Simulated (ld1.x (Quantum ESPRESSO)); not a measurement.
u(r) = r·R(r): atom against pseudo-atom (F)

Columns: radius, all-electron u(r) and pseudo u(r) of the 2p shell (level -28.46 eV) of fluorine in the configuration [He] 2s2 2p4; LDA (PZ), scalar-relativistic, RRKJ scheme, ld1.x (Quantum ESPRESSO) 7.5.

```tsv
r (bohr)	all-electron	pseudo
0.045	0.0386	0.0184
0.090	0.1275	0.0718
0.135	0.2389	0.1553
0.180	0.3560	0.2612
0.225	0.4692	0.3802
0.270	0.5728	0.5029
0.315	0.6641	0.6204
0.360	0.7421	0.7255
0.405	0.8066	0.8132
0.450	0.8582	0.8814
0.495	0.8979	0.9298
0.540	0.9269	0.9604
0.585	0.9462	0.9761
0.630	0.9570	0.9803
0.675	0.9606	0.9765
0.720	0.9580	0.9672
0.765	0.9501	0.9545
0.810	0.9380	0.9394
0.855	0.9222	0.9224
0.900	0.9034	0.9034
0.945	0.8824	0.8824
0.990	0.8595	0.8595
1.035	0.8353	0.8353
1.080	0.8100	0.8100
1.125	0.7840	0.7840
1.170	0.7575	0.7575
```

**Question.** How many radial nodes do the two functions have?

**Answer.** The all-electron 2p function has n − l − 1 = 0; the pseudo-wave has 0.

**Question.** At about which radius was the pseudo-wave matched?

**Answer.** 0.90 bohr, where the columns begin to agree (steps of 0.04 bohr).

**Question.** Is the pseudo-wave norm-conserving?

**Answer.** Yes: the RRKJ scheme keeps the norm inside the radius equal to the all-electron one, which fixes the energy derivative of the logarithmic derivative at the level.
